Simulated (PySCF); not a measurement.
Computed with PBE0-D4/def2-TZVPD run with PySCF 2.14.0. Gas-phase values, no solvent. 

Reference species (SMILES): `C=[C-]C#N` (charge -1, multiplicity 1).

```json
{
 "HOMO": "-0.33 eV"
}
```

Changed species: `[H]/[C-]=C\C#N` (not the most acidic site) (proton removed from C1; the reference has proton removed from C2).

Question: Give the shifts of the HOMO.

Answer: the HOMO falls by 0.04 eV, to -0.37 eV.
